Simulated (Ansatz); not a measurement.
Consider the ligand exchange at the In–Br bond: `[Br][InH2]` + `C[NH][GeH3]` → `C[N]([GeH3])[InH2]` + HBr.

Gas-phase electronic energies from Ansatz, PBE0-D4/def2-TZVP geometries. CCSD(T)/CBS adds triple-zeta CCSD(T) − MP2 to the extrapolated MP2 energy (def2 sets, frozen cores). Functionals use def2-TZVPP. B3LYP here is the variant with VWN-RPA as its local correlation; programs differ in this. Elements past krypton have def2 core potentials. For Br, Ge, In outer-core shells are correlated without core-valence functions, which leaves a few kJ/mol of doubt a bond. Scalar relativity is left out up to krypton.

```tsv
level	ΔE (kcal/mol)
BLYP-D4	26.6
B97M-V	28.7
B3LYP-D4	28.8
MP2/def2-SVP	26.3
```

Problem. What does CCSD(T)/CBS give? (Estimate.)

Solution. The calculation gave: +26.4 kcal/mol. The listed levels differ from it by 0.2, 2.3, 2.4, -0.1 kcal/mol.

Largest T1 diagnostic among the species: 0.015.

From BLYP to BHLYP (50 % exact exchange), in def2-TZVPP and without D4, ΔE moves by +3.9 kcal/mol. The D4 term adds −2.3 kcal/mol with B3LYP and −1.3 kcal/mol with PBE0; it sums over pairs of atoms, weighted by their polarisabilities, and B3LYP, whose exchange is more repulsive, gets the larger term. In def2-TZVPP, CCSD(T) changes the Hartree–Fock value by −12.0 kcal/mol (the triples alone add −1.7 kcal/mol) and MP2 by −12.5 kcal/mol.
